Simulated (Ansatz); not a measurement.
`CB(C)O[SiH3]` + H–F → `CB(F)O[SiH3]` + CH₄ at 700 K and 1 bar (ligand exchange at a B–C bond).

Gas-phase electronic energies from Ansatz, PBE0-D4/def2-TZVP geometries. CCSD(T)/CBS adds triple-zeta CCSD(T) − MP2 to the extrapolated MP2 energy (def2 sets, frozen cores). This one scheme is used for every species. One conformer a species, not always the lowest.

```
       species  CCSD(T)/CBS energy (Eh)  H − E (kJ/mol)  S (J/(mol·K))
`CB(C)O[SiH3]`               -470.67451           376.5          524.6
           H–F               -100.39570            45.2          198.5
`CB(F)O[SiH3]`               -530.66692           274.6          484.7
           CH₄                -40.46206           145.9          224.0
```

H − E and S are ideal-gas, rigid-rotor, harmonic terms from PBE0-D4/def2-TZVP, for one conformer and one mirror image of each species. 1 Eh = 2625.50 kJ/mol, R = 8.31446 J/(mol·K).

Problem. By hand: ΔE, ΔH, ΔS and ΔG.

Solution. ΔE = (-530.66692) + (-40.46206) − (-470.67451) − (-100.39570) = -0.05877 Eh = -154.3 kJ/mol. Δ(H − E) = 274.6 + 145.9 − 376.5 − 45.2 = -1.2, so ΔH = -155.5 kJ/mol. ΔS = 484.7 + 224.0 − 524.6 − 198.5 = -14.4 J/(mol·K). ΔG = -155.5 − 700 × (-14.4)/1000 = -145.4 kJ/mol.

Problem. By hand: the equilibrium constant, and the temperature at which ΔG would vanish if ΔH and ΔS stayed fixed.

Solution. log₁₀ K = −ΔG/(RT ln 10) = 10.8. ΔG = 0 at ΔH/ΔS = 10799 K, far beyond where these terms or the molecules hold.

The number of gas molecules stays the same, so ΔS is small and ΔH decides. A doubt of 5 kJ/mol in ΔE shifts log₁₀ K by 0.4 here. Other conformers and mirror images would add mixing entropy, several J/(mol·K) or more a flexible species. Modes under 60 cm⁻¹, often nearly free rotors, make the harmonic entropy too high. These are equilibria of isolated gas molecules and say nothing of rates. Largest T1 diagnostic: 0.012 (customary marks: 0.02 for closed shells, 0.045 for open ones).
